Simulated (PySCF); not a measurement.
The vertical singlet excitations below were computed for one of the candidates. Method used: TDDFT wB97X-D/def2-SVPD, vertical, gas phase, core orbitals frozen in the response (PySCF). Geometries: PBE0-D3(BJ)/def2-SVP, one conformer each. Relativistic effects are left out although some hold elements past zinc.

```csv
state,ν̃ (cm⁻¹),f,"main configurations (H = HOMO, L = LUMO)"
S1,41810,0.0025,H→L (88%)
S2,44150,0.014,H→L+1 (76%)
S3,49240,0.037,"H→L+2 (68%), H-1→L (19%)"
S4,49430,0.0040,"H-1→L (74%), H→L+2 (17%)"
S5,52500,0.020,"H→L+3 (52%), H→L+4 (29%)"
S6,54250,0.027,"H→L+4 (54%), H→L+3 (34%)"
S7,55140,0.035,"H-2→L (63%), H-1→L+2 (11%)"
S8,56460,0.0046,"H-1→L+1 (34%), H-3→L (18%), H-1→L+2 (16%)"
S9,56950,0.0090,"H-3→L (59%), H-1→L+1 (14%), H-2→L (9%)"
S10,57900,0.146,"H-1→L+2 (44%), H→L+5 (26%)"
```

Triplets computed (Tamm–Dancoff): 4.85, 5.13, 5.54, 5.72 eV.

Orbital energies (eV): HOMO-3 -10.90, HOMO-2 -10.38, HOMO-1 -9.90, HOMO -8.75, LUMO 0.66, LUMO+1 1.29, LUMO+2 1.46.

Question: Which structure fits?
A. `[SiH3][Ge@@H]([GeH3])[CH2]Cl`
B. `[SiH3][GeH2][GeH2][CH2]Cl`
C. `CS[Si@@H]([SiH3])[SiH2]Cl`

Answer: C. Its S1, at 5.18 eV, is the lowest among the candidates; the nearest of the others has S1 at 6.60 eV. S1 is HOMO→LUMO (88%). Löwdin shares by element: HOMO sulfur 60%, silicon 20% or more, carbon 8%; LUMO silicon 46% or more, chlorine 14%, sulfur 12% (atoms not listed hold the other 29%). At the same level the other candidates give, for their lowest levels:
- `[SiH3][GeH2][GeH2][CH2]Cl`: 6.77 eV (f 0.015); 6.84 eV (f 0.143); 7.03 eV (f 0.187); 7.18 eV (f 0.126); 7.29 eV (f 0.010); T1 6.05 eV; HOMO -9.53, LUMO 1.31 eV
- `[SiH3][Ge@@H]([GeH3])[CH2]Cl`: 6.60 eV (f 0.128); 6.75 eV (f 0.018); 7.12 eV (f 0.218); 7.19 eV (f 0.122); 7.24 eV (f 0.008); T1 5.89 eV; HOMO -9.54, LUMO 1.22 eV

Shape of the structure used: `[CH3:1][S:2][Si@@H:3]([SiH3:4])[SiH2:5][Cl:6]`: C1–S2–Si3–Si4 67°, S2–Si3–Si5–Cl6 -165°.
